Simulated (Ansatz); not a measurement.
`C#C[SiH](C)Cl` + `N[SiH3]` → `C#CN[SiH3]` + `C[SiH2]Cl` at 298.15 K and 1 bar (substitution at a C–Si bond).

Isolated molecules relaxed with PBE0-D4/def2-TZVP in Ansatz; ΔE leaves out vibrations. CBS: MP2 limit from def2 TZ/QZ plus the TZ coupled-cluster correction, frozen cores. This one scheme is used for every species.

```csv
species,CCSD(T)/CBS energy (Eh),H − E (kJ/mol),S (J/(mol·K))
`C#C[SiH](C)Cl`,-866.03655,196.2,348.1
`N[SiH3]`,-346.80422,145.7,264.3
`C#CN[SiH3]`,-422.82807,175.2,316.7
`C[SiH2]Cl`,-789.97638,160.6,298.1
```

H − E and S are ideal-gas, rigid-rotor, harmonic terms from PBE0-D4/def2-TZVP, for one conformer and one mirror image of each species. 1 Eh = 2625.50 kJ/mol, R = 8.31446 J/(mol·K).

Task: By hand: ΔE, ΔH, ΔS and ΔG.

Result: ΔE = (-422.82807) + (-789.97638) − (-866.03655) − (-346.80422) = 0.03632 Eh = 95.4 kJ/mol. Δ(H − E) = 175.2 + 160.6 − 196.2 − 145.7 = -6.1, so ΔH = 89.3 kJ/mol. ΔS = 316.7 + 298.1 − 348.1 − 264.3 = 2.4 J/(mol·K). ΔG = 89.3 − 298.15 × (2.4)/1000 = 88.6 kJ/mol.

Task: By hand: the equilibrium constant, and the temperature at which ΔG would vanish if ΔH and ΔS stayed fixed.

Result: log₁₀ K = −ΔG/(RT ln 10) = -15.5. ΔG = 0 at ΔH/ΔS = 37208 K, far beyond where these terms or the molecules hold.

The number of gas molecules stays the same, so ΔS is small and ΔH decides. A doubt of 5 kJ/mol in ΔE shifts log₁₀ K by 0.9 here. Other conformers and mirror images would add mixing entropy, several J/(mol·K) or more a flexible species. These are equilibria of isolated gas molecules and say nothing of rates. Largest T1 diagnostic: 0.012 (customary marks: 0.02 for closed shells, 0.045 for open ones).
